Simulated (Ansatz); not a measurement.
Geometry optimisation, Ansatz, RKS B3LYP-D4/STO-3G.

The input (input.yaml):

```yaml
crystal:
  periodic: [false, false, false]
  atoms:
    - { symbol: Si, position_ang: [0.0, 0.0, 0.0] }
    - { symbol: "N", position_ang: [0.0, 0.0, 1.82] }
    - { symbol: C, position_ang: [-1.2162, -0.3762, 2.555] }
    - { symbol: H, position_ang: [-1.8642, -0.9999, 1.9045] }
    - { symbol: H, position_ang: [-0.9378, -0.9533, 3.4614] }
    - { symbol: H, position_ang: [-1.7663, 0.5401, 2.8549] }
    - { symbol: C, position_ang: [1.2162, 0.3762, 2.555] }
    - { symbol: H, position_ang: [1.4641, -0.4163, 3.2916] }
    - { symbol: H, position_ang: [2.0585, 0.4943, 1.8418] }
    - { symbol: H, position_ang: [1.0457, 1.3351, 3.0874] }
    - { symbol: Si, position_ang: [2.0935, 0.0, -0.7393] }
    - { symbol: H, position_ang: [2.5508, -1.3762, -0.9079] }
    - { symbol: H, position_ang: [2.1573, 0.6939, -2.0222] }
    - { symbol: H, position_ang: [2.951, 0.6823, 0.2255] }
    - { symbol: O, position_ang: [-0.7913, 1.3709, -0.5594] }
    - { symbol: H, position_ang: [-1.7491, 1.1401, -0.7818] }
    - { symbol: O, position_ang: [-0.7913, -1.3709, -0.5594] }
    - { symbol: H, position_ang: [-1.2459, -1.8365, 0.2129] }
basis:
  gaussian: { orbitals: STO-3G }
hamiltonian:
  xc: b3lyp
  dispersion: d4
relax:
  f_tol: 0.02
  max_steps: 40
```

Run as:

```bash
$ ansatz run input.yaml --threads 1 --pin off --max-ram 2048MiB --backend cpu --events-out ev --progress --plain --runs-dir out
```

Question: Where does it end, and by what steps?

Answer: It converged. Limits of this set-up: minimal basis. After 17 steps the energy has fallen by 0.566 eV; H14 moved furthest, 0.88 Å.

| step | energy less start (eV) | largest force component (eV/Å) | accepted |
| --- | --- | --- | --- |
| 0 | 0.0000 | 3.295 | yes |
| 1 | -0.3132 | 1.288 | yes |
| 2 | -0.3888 | 0.349 | yes |
| 3 | -0.4349 | 0.716 | yes |
| 4 | -0.4622 | 0.719 | yes |
| 5 | -0.5073 | 0.384 | yes |
| 6 | -0.5428 | 0.208 | yes |
| 7 | -0.5586 | 0.090 | yes |
| 8 | -0.5566 | 0.434 | no |
| 9 | -0.5620 | 0.044 | yes |
| 10 | -0.5633 | 0.226 | yes |
| 11 | -0.5642 | 0.059 | yes |
| 12 | -0.5648 | 0.081 | yes |
| 13 | -0.5649 | 0.064 | yes |
| 14 | -0.5654 | 0.030 | yes |
| 15 | -0.5657 | 0.031 | yes |
| 16 | -0.5658 | 0.023 | yes |
| 17 | -0.5659 | 0.011 | yes |

```xyz
18
Properties=species:S:1:pos:R:3
Si 0.003 -0.008 0.028
N 0.084 -0.392 1.763
C -1.222 -0.372 2.496
H -2.001 -0.829 1.859
H -1.146 -0.964 3.428
H -1.561 0.649 2.778
C 1.160 0.229 2.592
H 1.254 -0.311 3.554
H 2.128 0.155 2.065
H 0.982 1.302 2.830
Si 2.111 0.050 -0.820
H 2.883 -1.083 -0.365
H 2.075 0.010 -2.263
H 2.806 1.253 -0.423
O -0.732 1.486 -0.362
H -1.727 1.334 -0.174
O -1.101 -1.163 -0.594
H -0.822 -2.042 -0.154
```

The run took 110 s on 1 thread of Arm Neoverse V1, with other jobs on the host, peak memory 0.17 GiB.
